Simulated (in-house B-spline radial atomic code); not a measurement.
Values are calculated unless marked as measured or tabulated.
Hot electrons crossing n-type InAs, n = 1.06e17 cm⁻³: losses to the electron gas

For InAs the NSM archive of the Ioffe Institute lists m* = 0.023 m0, ε = 15.15 and an optical phonon energy of 30 meV.

The electrons form a uniform gas at zero temperature with Lindhard's dielectric function (RPA). An added electron of energy E, from the band bottom, collides once per mean free path λ, with 1/λ = (1/πE) ∫dω ∫dq/q Im(−1/ε(q, ω)), in atomic (or effective) units, with ω up to E − E_F and q between √(2E) ∓ √(2(E − ω)); electron-hole pairs and the plasmon pole are integrated apart. No exchange between the two electrons. One parabolic band and the static dielectric constant; phonons, their coupling to plasmons and impurity scattering are left out.

(1) Find the scales.

```
E − E_F (meV)  λ (nm)  share of plasmon losses  lifetime (fs)
         12.4    2830                     0.00           3310
         17.8    1740                     0.00           1920
         26.6    1000                     0.00           1030
         35.5     487                     0.20            467
         46.2     351                     0.29            314
         56.8     325                     0.34            273
```

(2) Electrons are injected 35.5 meV above E_F into a base 20 nm thick. What share crosses without exciting the gas, and how long does the crossing take?

## Answers

(1) a* = 34.86 nm and Ha* = 2.727 meV, and this density means r_s = 0.376. k_F = 1.91916/r_s = 5.1041, so E_F = 35.5 meV, and the zero-temperature picture needs T well below 410 K. ω_p = √(3/r_s³) = 7.512 Ha* = 20.5 meV, 0.68 times the phonon energy, so the two modes mix strongly and this plasmon is only a guide. Plasmon emission opens at E − E_F = 32.1 meV.

(2) exp(−20/487) = 0.960. The speed is √(2E) = 7.218 in units of Ha* a*/ħ, or 1.04 nm/fs, so the transit takes 19.2 fs, against a lifetime of 467 fs. Phonon and impurity scattering lower the share further.
